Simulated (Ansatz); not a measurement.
Al(H)2(nPr) (C3H9Al), SMILES [AlH2][CH2]CC.

Geometry optimised at B3LYP-D3(BJ)/def2-SVP. The structure was generated by enumeration; whether it is a known compound was not checked. Other conformers were not sampled.

Two levels are set side by side: PBE/def2-SVPD (Ansatz, a quantum-chemistry and plane-wave program) and PBE0/def2-SVPD (Ansatz). Energy differences of separate SCF runs at the same geometry; the states with an electron removed or added have multiplicity 2 and 2. Differences are taken from unrounded values.

```
quantity                            PBE
---------------------------------  ----
vertical ionisation energy (eV)    9.33
vertical singlet–triplet gap (eV)  4.26
```

Problem. These are the PBE values. What does PBE0 give? (The exact figures need the calculation; the answer reports its results.)

Solution. 
```tsv
quantity	PBE0	PBE minus PBE0
vertical ionisation energy (eV)	9.58	-0.25
vertical singlet–triplet gap (eV)	4.55	-0.29
```
